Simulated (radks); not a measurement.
The numbers below are computed, except where a source is named.
Isoelectronic series with 49 electrons, all held in the configuration [Kr] 4d10 5s2 5p1, which need not be the ground one along the series. Level of theory: scalar-relativistic Kohn-Sham, BLYP, spin-polarised, spherical densities, finite nucleus; open shells are filled with parallel spins first (spin-orbit coupling, left out, can overturn this in heavy ions); Fermi nuclear charge, rms radius of each element as measured or else 0.836 A^(1/3) + 0.57 fm (a radial shooting solver on a logarithmic mesh with Libxc functionals). Total energies (hartree) and orbital eigenvalues (hartree) (* marks an orbital that is empty in some or all of the ions):

ion    E (hartree)   5p down*      5p up    5s down
In     -5882.11154   -0.08113   -0.09650   -0.29026
Te3+   -6792.94285   -1.14463   -1.17676   -1.55201
Cs6+    -7778.8270   -2.73534   -2.77957   -3.33718
Ce9+    -8840.7605   -4.76817   -4.82307   -5.57432
Pm12+   -9980.0473   -7.21701   -7.28186   -8.24340
Gd15+  -11198.1808  -10.07022  -10.14460  -11.33768
Ho18+  -12496.9563  -13.32227  -13.40588  -14.85653
Yb21+  -13878.2447  -16.97085  -17.06348  -18.80271
Ta24+  -15344.2662  -21.01557  -21.11707  -23.18161
Os27+  -16897.3773  -25.45734  -25.56761  -28.00052
